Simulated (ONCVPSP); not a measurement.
C: one change to an ONCV potential, before and after

carbon (C), optimised norm-conserving Vanderbilt (ONCV), made with ONCVPSP 4.0.1 (LDA (Perdew-Zunger), scalar-relativistic). Core [He], reference 2s2 2p1 (charge +1). Waves: 2s: rc 1.05 bohr, ncon 4, nbas 7, qcut 6.9 1/bohr, 1 projector; 2p: rc 2.00 bohr, ncon 5, nbas 8, qcut 6.2 1/bohr, 3 projectors, debl 2.6 Ha. Local part: polynomial inside 0.90 bohr (lpopt 5, dvloc0 3 Ha). Core correction: Teter function, fcfact 5.25, rcfact 1.6.

All-electron outer shells of the reference configuration (LDA (Perdew-Zunger), scalar-relativistic, ld1.x):

```tsv
shell	level (eV)	outermost node (bohr)	outermost maximum (bohr)
1s	-285.83	–	0.18
2s	-25.61	0.38	1.17
2p	-17.12	–	1.10
```

Change: s: rc 1.2.

Cutoffs: the cutoffs (Ha) at which the residual kinetic energy of the hardest occupied pseudo-wave falls to 1 and 0.1 mHa per electron; they do not see the model core or the augmentation charge, which bear on the density cutoff. Errors are all-electron minus pseudo energies relative to the spin-unpolarised reference configuration.

Q: Predict the effect on cutoff, ghosts and configuration errors.

A: The potential gets softer (21 Ha and 40 Ha → 19 Ha and 28 Ha); the errors of the 4 common tests hardly move; neither file shows a bound ghost. A larger radius leaves more room for a smooth pseudo-wave, so fewer plane waves are needed.

| quantity | base | changed |
| --- | --- | --- |
| cutoff, loose | 21 Ha | 19 Ha |
| cutoff, tight | 40 Ha | 28 Ha |
| loose cutoff by channel | s 21 Ha, p 16 Ha | s 19 Ha, p 16 Ha |
| bound ghosts | none | none |
| GHOST(+) flags under 300 eV | none | none |
| error for 2s2 2p2, meV [ΔE -10.99 eV] | +25 | +25 |
| error for 2s2 2p0, meV [ΔE 24.26 eV] | +88 | +90 |
| error for 2s1 2p0, meV [ΔE 72.23 eV] | +202 | +201 |
| error for 2s1 2p2, meV [ΔE 8.49 eV] | +10 | +11 |
| p: phases at 2.03 bohr within 0.05 rad from the reference energy up to (Ha; the scan ends near 5) | to the end of the scan | to the end of the scan |
| rms error of d²Exc/dni dnj with the model core, mHa | 1.10 | 1.14 |
